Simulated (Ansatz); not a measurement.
Consider the ligand exchange at a Ge–S bond: `[SH][GeH]` + `[SiH3]N[SiH3]` → `[SiH3][N]([SiH3])[GeH]` + H₂S.

Computed with Ansatz on PBE0-D4/def2-TZVP structures; ΔE is electronic, products minus reactants. CCSD(T)/CBS adds triple-zeta CCSD(T) − MP2 to the extrapolated MP2 energy (def2 sets, frozen cores). This one scheme is used for every species. DFT in def2-TZVPP. HSE06 is defined as in plane-wave codes. For Ge outer-core shells are correlated without core-valence functions, which leaves a few kJ/mol of doubt a bond. Scalar relativity is left out up to krypton.

`[SH][GeH]`:

Z-matrix (Å, degrees):
```
S
Ge 1 2.225
H 1 1.342 2 100.2
H 2 1.595 1 93.7 3 -0.0
```

`[SiH3]N[SiH3]`:

```xyz
10

Si    1.094   -0.021    1.114
N    -0.481    0.038    0.410
Si   -0.925    0.015   -1.257
H     2.077    0.150    0.016
H     1.363   -1.313    1.806
H     1.267    1.061    2.121
H    -1.250    0.029    1.065
H     0.318    0.181   -2.050
H    -1.874    1.119   -1.569
H    -1.587   -1.259   -1.655
```

`[SiH3][N]([SiH3])[GeH]`:

```xyz
11

Si    0.398   -0.408    1.319
N    -0.368    0.235   -0.112
Si    0.343    0.006   -1.684
Ge   -1.957    1.172    0.070
H    -0.487   -1.381    2.007
H     1.645   -1.114    0.902
H     0.764    0.678    2.262
H    -0.538    0.663   -2.684
H     1.701    0.611   -1.745
H     0.469   -1.441   -2.004
H    -1.970    0.978    1.669
```

H₂S:

```xyz
3

S    -0.558   -0.191   -0.190
H     0.132   -0.326    0.953
H     0.426    0.517   -0.763
```

CCSD(T)/CBS gives +5.2 kcal/mol.

(1) Another level gave +6.6 kcal/mol. Which?
A. HSE06-D4/def2-TZVPP
B. BHLYP-D4/def2-TZVPP
C. CCSD(T)/def2-TZVPP
D. revPBE/def2-TZVPP

(2) What do rigid-rotor, harmonic-oscillator terms from PBE0-D4/def2-TZVP frequencies (298.15 K, 1 bar) make of the CCSD(T)/CBS value? (Best estimate.)

Largest T1 diagnostic among the species: 0.015.

Answers

(1) B. BHLYP-D4 6.6, revPBE 10.5, CCSD(T)/def2-TZVPP 4.5, HSE06-D4 8.0 kcal/mol.

(2) Computed: ΔZPE = -2.0 kcal/mol, ΔH = +3.5 kcal/mol, ΔS = -36 J/(mol·K), ΔG = +6.1 kcal/mol. Modes under 50 cm⁻¹ make the entropy rough.

From BLYP to BHLYP (50 % exact exchange), in def2-TZVPP and without D4, ΔE moves by −0.8 kcal/mol. Leaving LDA and LC-ωPBE aside and taking each functional with its dispersion term where it has one, the values, not all of them listed here, spread over 1.6 kcal/mol, from ωB97X-V to r2SCAN0-D4. LDA lies −2.1 kcal/mol from PBE without D4. At CCSD(T), def2-SVP lies −1.7 kcal/mol from the extrapolated value and def2-TZVPP −0.7 kcal/mol.
